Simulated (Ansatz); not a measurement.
A run for Ansatz (a quantum-chemistry and plane-wave program): R-MP2/def2-TZVPPD on H2SeTe (SMILES [SeH][TeH]), atoms moved off the minimum. Elements past Kr take the def2 small-core potentials; no spin–orbit coupling. Files ending in .json are basis or fitting sets from the Basis Set Exchange. The run froze 23 orbitals, filled d shells among them.

Ansatz 0.2 input:
```yaml
crystal:
  periodic: [false, false, false]
  atoms:
    - {symbol: Te, position_ang: [-0.69844088, -0.44494584, 0.58183066]}
    - {symbol: H, position_ang: [-0.85512159, -1.68705942, -0.67860946]}
    - {symbol: Se, position_ang: [0.72095956, 0.85131911, -0.83807349]}
    - {symbol: H, position_ang: [2.06852964, 0.37615088, -0.33574416]}
basis:
  gaussian:
    orbitals: def2-TZVPPD.json
magnetization: {spin_polarized: false}
correlation: {method: mp2, electrons: outside_noble_gas}
scf: {lower_state_search: off}
output: {forces: true}
```

Program output:

```
WARN ansatz: RAYON_NUM_THREADS=1 ignored (pool sized by the plan → 1); use --threads N
Functional definition: HF
these checks for a lower state are left out or cut short: starts, cluster_reference, orbital_swaps, neighbouring_geometries, increment
integrals: 0.16 GiB planned
1074 factors; integrals over basis functions are off by at most 5.5e-4 eV
mean field: 0.49 GiB planned
mean field evaluation 1: about -72599.6192 eV, gradient 1.1e1 eV
mean field evaluation 2: about -72599.6905 eV, gradient 1.1e1 eV
mean field evaluation 4: about -72600.2965 eV, gradient 1.9e0 eV
mean field evaluation 8: about -72600.3136 eV, gradient 1.2e-1 eV
mean field -72600.31370682 eV, -2668.0123184655 hartree, gradient 1.9e-6 eV, S^2 0.000000; 0 other end points of the search recorded, 0 dependent functions left out
23 core orbitals not correlated
reference -72600.31370682 eV, -2668.0123184655 hartree; 7, 7 occupied and 120, 120 virtual orbitals, 1074 factors
densities: 0.40 GiB planned
second order -8.05675209 eV of doubles, -0.00000000 eV of singles
the calculation of the forces begins
mean field evaluation 16: about -72600.3137 eV, gradient 1.9e-6 eV
Total energy: -72608.37045891 eV, -2668.3083986439 hartree
Atom 0 at    -0.698441    -0.444946     0.581831 Å, force    -1.169232    -2.229757    -0.305151 eV/Å
Atom 1 at    -0.855122    -1.687059    -0.678609 Å, force    -0.029759     0.942709     1.352197 eV/Å
Atom 2 at     0.720960     0.851319    -0.838073 Å, force     2.084261     1.040164    -0.741610 eV/Å
Atom 3 at     2.068530     0.376151    -0.335744 Å, force    -0.885271     0.246885    -0.305437 eV/Å
Dipole moment:     0.044725    -0.105227     0.090615 e Å
Checks for a lower state left out: starts, cluster_reference, orbital_swaps, neighbouring_geometries, increment
```

The calculation finished and met its thresholds.

Cost: around 12 core-seconds (rough).
